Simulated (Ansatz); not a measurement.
```yaml
atoms:
  - { symbol: B, position_ang: [0.0000, 0.0000, 0.6650] }
  - { symbol: N, position_ang: [0.0000, 0.0000, -0.6650] }
```

Basis set: cc-pVDZ (spherical functions). Correlated methods keep 2 orbitals frozen. Correlation on ROHF uses semicanonical orbitals with singles. Charge 0, multiplicity 3.

Computed with Ansatz (development build ahead of 0.2.0); the reference of a correlated method needn't be the lowest determinant of its kind.

The atomization energy at this shape (free ground-state atoms in the same class of orbitals less the molecule, no zero-point energy) of triplet BN:

```json
{"method": "ROHF-CCSD(T)", "atomization energy": "86.24 kcal/mol"}
```

Question: What does ROHF-CCSD give?

Answer: 81.56 kcal/mol. Caution: the reference determinant was not shown to be the lowest.
